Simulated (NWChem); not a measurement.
# HfH4S2; SMILES [HfH2]([SH])[SH]

```xyz
7

Hf    -0.4037     0.0022     0.0088
H     -1.5182     0.0453     1.4722
H     -1.4411    -0.0368    -1.5134
S      0.9458    -2.0088     0.0419
H      0.4382    -2.2548    -1.1974
S      0.8984     2.0524    -0.0013
H      2.0794     1.3892    -0.0461
```
Atoms are numbered in this order, from 1.

Computed with NWChem. The geometry was optimised at PBE0/def2-SVP. Not confirmed as a minimum by frequencies. def2 effective core potentials on Hf; no spin-orbit coupling. Ions are spin-unrestricted doublets at the neutral geometry; other ion states weren't tried.

What does the run give for B3LYP/def2-SVP? Quantities: vertical ionisation energy, ΔSCF (eV); −ε(HOMO) (eV).

The vertical ionisation energy, ΔSCF (eV) comes out as 9.82 and the −ε(HOMO) (eV) is 7.76.
